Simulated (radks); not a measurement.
Cu+, 28 electrons, occupied as [Ar] 3d10. All-electron calculation, Dirac Kohn-Sham, Slater X-alpha with alpha = 0.656, spin-unpolarised, spherical densities, finite nucleus; Fermi nuclear charge, rms radius 3.8823 fm. Program: a radial shooting solver on a logarithmic mesh with Libxc functionals. Some entries of the table are withheld. Estimate them.

orbital  occ.  eigenvalue (eV)  <r> (bohr)  <r^2> (bohr^2)
1s1/2       2        -8833.790     0.05222        0.003668
2s1/2       2        -1065.981      0.2355         0.06552
2p1/2       2        -935.6546         (1)         0.05139
2p3/2       4        -915.2324         (2)         0.05294
3s1/2       2        -121.1087      0.7142          0.5908
3p1/2       2              (3)      0.7444             (4)
3p3/2       4              (5)      0.7555             (6)
3d3/2       4              (7)       1.020             (8)
3d5/2       6              (9)       1.031            (10)

Answer. 
(1) 2p1/2 <r> (bohr): 0.2044
(2) 2p3/2 <r> (bohr): 0.2078
(3) 3p1/2 eigenvalue (eV): -80.7884
(4) 3p1/2 <r^2> (bohr^2): 0.6571
(5) 3p3/2 eigenvalue (eV): -78.2054
(6) 3p3/2 <r^2> (bohr^2): 0.6768
(7) 3d3/2 eigenvalue (eV): -12.6287
(8) 3d3/2 <r^2> (bohr^2): 1.445
(9) 3d5/2 eigenvalue (eV): -12.3573
(10) 3d5/2 <r^2> (bohr^2): 1.478
